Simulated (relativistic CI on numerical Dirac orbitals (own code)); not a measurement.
## Sn V: calculation against measurement

Computed by Dirac-Coulomb-Breit CI, KLI orbitals optimised for each configuration, model QED (radiative potential, 1s self-energy scaled to tabulated hydrogen-like ionisation energies), valence Slater integrals scaled by 0.85, P86 correlation estimate, and configurations built on the next ion tied to the tabulated ionisation energy (semi-empirical) (own radial code, finite nucleus).

CI space (outside the closed core [Kr]): 4d10, 4d9 5s, 4d9 5p, 4d9 5d, 4d9 6s, 4d9 4f, 4d9 5f, 4d8 4f2, 4d8 5s2, 4d9 6p, 4d9 6d, 4d8 5s 5p, 4d9 5g, 4d9 6f, 4d9 6g, 4d8 5p2, 4d8 5s 5d, 4d8 4f 5s, 4d8 5p 5d. Levels of other configurations are missing.

```csv
Configuration,Term (tabulated),J,Measured (cm⁻¹),Computed,Error,Purity (%)
4d10,1S,0,0.0,0,0,99
4d9 5s,3D,3,182578.8,194964,12386,100
4d9 5s,3D,2,185058.0,197326,12268,70
4d9 5s,3D,1,191202.0,203341,12139,100
4d9 5s,1D,2,193229.8,206177,12948,70
4d9 5p,3P°,2,259372.1,269651,10279,86
4d9 5p,3F°,3,262316.4,272182,9866,57
4d9 5p,3P°,1,267996.0,277775,9779,88
4d9 5p,3F°,4,268731.1,278049,9318,99
4d9 5p,3D°,3,274376.8,283653,9277,69
4d9 5p,1P°,1,276589.4,285862,9272,85
4d9 5p,3D°,1,281169.1,290338,9169,75
4d9 6s,3D,3,380266.5,408298,28032,100
4d9 6s,3D,1,389285.0,416750,27465,100
```

Measured levels from Moore, Atomic Energy Levels, vol. III, NSRDS-NBS 35 (1971 reprint of NBS Circular 467, 1958); pairs were made by configuration, J and term (by order where the table uses no LS term), so strongly mixed levels may be paired wrongly. The analysis dates from before 1960.

Mean error by configuration (cm⁻¹): 4d9 5s 12435; 4d9 5p 9566; 4d9 6s 27748. Over the excited levels the mean absolute error is 13246 cm⁻¹ (13 of the 16 excited levels that our extract of the source holds in range could be paired, and the others can miss by more), and the median relative error of those above 1,000 cm⁻¹ is 4 %.
